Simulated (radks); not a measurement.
The numbers below are computed, except where a source is named.
Orbital eigenvalues (eV) of the manganese ion Mn+, [Ar] 3d5 4s1, at several levels of relativity; Dirac values are averaged over j with weights 2j + 1. Spin-unpolarised spherical Kohn-Sham, LDA (Slater exchange, Perdew-Wang correlation), point nucleus unless stated (finite: rms radius 3.7057 fm), a radial shooting solver on a logarithmic mesh with Libxc functionals. A level marked "c x" has the speed of light scaled by that factor and shares open shells by 2j + 1; other Dirac levels either fill j = l - 1/2 first or share by 2j + 1.

| shell | non-rel. | Dirac, 2j+1 shares | Dirac, 2j+1 shares, finite nucleus | Dirac, c x 1.5 | change of magnitude, last against first (%) |
|---|---|---|---|---|---|
| 1s | -6367.5 | -6421.7 | -6421.6 | -6391.4 | +0.37 |
| 2s | -739.23 | -750.19 | -750.19 | -744.05 | +0.65 |
| 2p | -635.83 | -637.80 | -637.80 | -636.70 | +0.14 |
| 3s | -91.975 | -93.692 | -93.691 | -92.729 | +0.82 |
| 3p | -62.451 | -62.792 | -62.792 | -62.601 | +0.24 |
| 3d | -15.412 | -15.215 | -15.215 | -15.324 | -0.57 |
| 4s | -12.016 | -12.162 | -12.162 | -12.080 | +0.54 |
| 4p (empty) | -7.3788 | -7.3891 | -7.3891 | -7.3833 | +0.06 |
| 5s (empty) | -3.2211 | -3.2387 | -3.2387 | -3.2288 | +0.24 |
